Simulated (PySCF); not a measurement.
## Structure revision by computed shifts

A compound C₇H₉FSi gives the data below (simulated from a calculation) and was assigned the structure `C#C[C@@H]1[SiH2]/C(=C/C)[C@H]1F`.

$^{13}$C{$^{1}$H} NMR (computed): δ 149.3 (C), 120.3 (CH2), 103.1 (CH), 84.8 (CH), 84.4 (C), 35.9 (CH), 26.1 (CH3).

$^{1}$H NMR (600 MHz, computed): δ 5.57 (m, 1H), 5.27 (m, 1H), 5.26 (m, 1H), 4.02 (m, 1H), 2.43 (m, 1H), 1.82 (s, 3H), 1.72 (d, 1H).

One computed conformer, no solvent model, non-relativistic, rapidly exchanging positions averaged. Structure optimised with GFN2-xTB; NMR shieldings at PBE0/pcSseg-1/GIAO; PySCF 2.14.

Chemical shifts δ = σref − σ; $^{1}$H (31.72 ppm) and $^{13}$C (186.93 ppm) vs TMS, all at this level.

Q: Compare with the shifts computed for the proposed structure, pairing carbons in order of shift.

A: Numbering as in the mapped SMILES `[CH:1]#[C:2][C@@H:3]1[SiH2:4]/[C:5](=[CH:6]/[CH3:7])[C@H:8]1[F:9]`. Each H is labelled by its parent atom.

```
atom  computed for proposal  given list  difference
  C6                  159.3       149.3       +10.0
  C5                  142.2       120.3       +21.9
  C8                  101.4       103.1        -1.7
  C2                   89.5        84.8        +4.7
  C1                   76.7        84.4        -7.7
  C3                   24.1        35.9       -11.8
  C7                   21.2        26.1        -4.9
```

The rms difference is 10.9 ppm and the largest +21.9 ppm at C5 (fully substituted alkene carbon). The carbon types in order of shift don't match either: CH, C, CH, C, CH, CH, CH3 for the proposal against C, CH2, CH, CH, C, CH, CH3 in the data. The proposal doesn't fit.

Q: Which isomer fits?

A: `C#C[Si@H]1[C@H](C(=C)C)[C@@H]1F`.

- Carbon types of the structure: 2 × C, 3 × CH, 1 × CH2, 1 × CH3, leaving 1 H on heteroatoms.
- δC 149.3: fully substituted alkene carbon; an sp2 carbon of a C=C bond.
- δC 103.1: terminal alkyne carbon; sp carbons lie upfield of alkene carbons because the cylindrical π system leaves one tensor component strongly shielded.
- δC 84.8, 35.9: three-membered-ring carbon.
- δC 84.4: alkyne carbon; the triple bond shields along its axis, which puts it between sp3 and sp2 carbons.

Other isomers checked: C=CC#C[C@@]1([SiH3])C[C@H]1F (rms 11.6 ppm).

The shifts were computed for this structure.

Splittings by $^{19}$F in the carbon and heteronuclear signals aren't shown, as no couplings were computed. Shifts are as computed. Against solution values, carbons near 30 ppm lie about +3 ppm off and those near 130 ppm about +5 ppm. Of 1309 compounds with measured shifts, 239 miss one by over three times the rms of a fit or turn the order of signals round; such compounds aren't used in these exercises. No couplings were computed; multiplicities are counted from neighbouring protons, with m where these are inequivalent, close in shift, in a saturated or five-membered ring or joined by F or P, and br s for small geminal =CH2 splittings.
